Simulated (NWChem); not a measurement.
All runs are NWChem calculations. System: phosphorus nitride (NP), charge 0, spin multiplicity 1, at a geometry optimised with B3LYP/def2-SVP. Level: B3LYP/6-311++G** (spherical d), VWN1-RPA local correlation.

The NWChem input:

```
start mol
memory heap 200 mb stack 800 mb global 1000 mb
geometry units angstroms nocenter noautoz
  N      0.000000     0.000000     1.017718
  P      0.000000     0.000000    -0.474935
  symmetry group C2v
end
basis spherical
  * library 6-311++g**
end
dft
  xc b3lyp
  semidirect memsize 60000000 filesize 0
  iterations 100
end
task dft energy
```

Part of the output:

```
             Northwest Computational Chemistry Package (NWChem) 7.3.0
             --------------------------------------------------------

                                NWChem Input Module
                                -------------------

 Scaling coordinates for geometry "geometry" by  1.889725989
 (inverse scale =  0.529177249)

 Turning off AUTOSYM since
 SYMMETRY directive was detected!

                             Geometry "geometry" -> ""
                             -------------------------

 Output coordinates in angstroms (scale by  1.889725989 to convert to a.u.)

  No.       Tag          Charge          X              Y              Z
 ---- ---------------- ---------- -------------- -------------- --------------
    1 N                    7.0000     0.00000000     0.00000000     1.01771800
    2 P                   15.0000     0.00000000     0.00000000    -0.47493500

 Effective nuclear repulsion energy (a.u.)      37.2247341780

            Nuclear Dipole moment (a.u.)
            ----------------------------
        X                 Y               Z
 ---------------- ---------------- ----------------
     0.0000000000     0.0000000000     0.0000018897

      Symmetry information
      --------------------

 Group name             C2v
 Group number             16
 Group order               4
 No. of unique centers     2

      Symmetry unique atoms

     1    2


 Summary of "ao basis" -> "" (spherical)
 ------------------------------------------------------------------------------
       Tag                 Description            Shells   Functions and Types
 ---------------- ------------------------------  ------  ---------------------
 *                         6-311++g**                 on all atoms

                                 NWChem DFT Module
                                 -----------------

 Summary of "ao basis" -> "ao basis" (spherical)
 ------------------------------------------------------------------------------
       Tag                 Description            Shells   Functions and Types
 ---------------- ------------------------------  ------  ---------------------
[...]
              MO Center= -8.3D-16,  3.3D-15,  5.8D-01, r^2= 1.9D+00
   Bfn.  Coefficient  Atom+Function         Bfn.  Coefficient  Atom+Function
  ----- ------------  ---------------      ----- ------------  ---------------
     9      0.339572  1 N  pz                40     -0.340569  2 P  pz
    10      0.261328  1 N  s                  5      0.237509  1 N  pz
    13      0.226848  1 N  pz                28      0.193117  2 P  s
    37     -0.170823  2 P  pz                 6      0.158965  1 N  s
    34      0.133039  2 P  pz                43     -0.127669  2 P  pz

 Vector   12  Occ=0.000000D+00  E=-9.637233D-02  Symmetry=b1
              MO Center= -1.8D-16, -3.7D-18, -9.7D-02, r^2= 2.7D+00
   Bfn.  Coefficient  Atom+Function         Bfn.  Coefficient  Atom+Function
  ----- ------------  ---------------      ----- ------------  ---------------
    41      0.573947  2 P  px                38      0.461791  2 P  px
    11     -0.362162  1 N  px                 7     -0.291370  1 N  px
    15     -0.271057  1 N  px                 3     -0.196794  1 N  px
    35      0.146216  2 P  px                32     -0.126103  2 P  px
    51      0.105628  2 P  d  1              29     -0.074719  2 P  px

 Vector   13  Occ=0.000000D+00  E=-9.637232D-02  Symmetry=b2
              MO Center= -2.3D-18,  1.9D-15, -9.7D-02, r^2= 2.7D+00
   Bfn.  Coefficient  Atom+Function         Bfn.  Coefficient  Atom+Function
  ----- ------------  ---------------      ----- ------------  ---------------
    42      0.573947  2 P  py                39      0.461791  2 P  py
    12     -0.362162  1 N  py                 8     -0.291370  1 N  py
    16     -0.271057  1 N  py                 4     -0.196794  1 N  py
    36      0.146216  2 P  py                33     -0.126103  2 P  py
    49     -0.105628  2 P  d -1              30     -0.074719  2 P  py

 Vector   14  Occ=0.000000D+00  E= 5.263188D-03  Symmetry=a1
              MO Center=  4.9D-17,  8.1D-17, -2.2D-01, r^2= 1.0D+01
   Bfn.  Coefficient  Atom+Function         Bfn.  Coefficient  Atom+Function
  ----- ------------  ---------------      ----- ------------  ---------------
    44      2.487487  2 P  s                 14     -2.070219  1 N  s
    43      1.044044  2 P  pz                17      0.479580  1 N  pz
    28      0.295186  2 P  s                 10     -0.236687  1 N  s
    27     -0.230588  2 P  s                 40      0.216330  2 P  pz
    47      0.135478  2 P  pz                 6     -0.128059  1 N  s

 center of mass
 --------------
 x =   0.00000000 y =   0.00000000 z =  -0.01929969

 moments of inertia (a.u.)
 ------------------
          76.726207819633           0.000000000000           0.000000000000
           0.000000000000          76.726207819633           0.000000000000
           0.000000000000           0.000000000000           0.000000000000

     Multipole analysis of the density
     ---------------------------------

     L   x y z        total         alpha         beta         nuclear
     -   - - -        -----         -----         ----         -------
     0   0 0 0     -0.000000    -11.000000    -11.000000     22.000000

     1   1 0 0     -0.000000     -0.000000     -0.000000      0.000000
     1   0 1 0      0.000000      0.000000      0.000000      0.000000
     1   0 0 1     -1.129118     -0.564560     -0.564560      0.000002

     2   2 0 0    -13.131067     -6.565533     -6.565533      0.000000
     2   1 1 0     -0.000000     -0.000000     -0.000000      0.000000
     2   1 0 1      0.000000      0.000000      0.000000      0.000000
     2   0 2 0    -13.131067     -6.565533     -6.565533      0.000000
     2   0 1 1     -0.000000     -0.000000     -0.000000      0.000000
     2   0 0 2    -15.411034    -26.692327    -26.692327     37.973621

 Task  times  cpu:        0.9s     wall:        0.9s

 Total times  cpu:        0.9s     wall:        0.9s
```
